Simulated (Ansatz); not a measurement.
Problem. Name a neutral molecule of C, In, N and H with HOMO energy (ωB97M-V/def2-TZVPP) between -9.65 and -9.35 eV and LUMO energy (ωB97M-V/def2-TZVPP) between 1.05 and 1.35 eV (Ansatz, PBE0-D4/def2-TZVP geometry).

Solution. `C[NH+](C)[InH3-]` (-9.50 eV, 1.08 eV). Other molecules can fit too; these were computed, each in one conformer that needn't be the lowest.
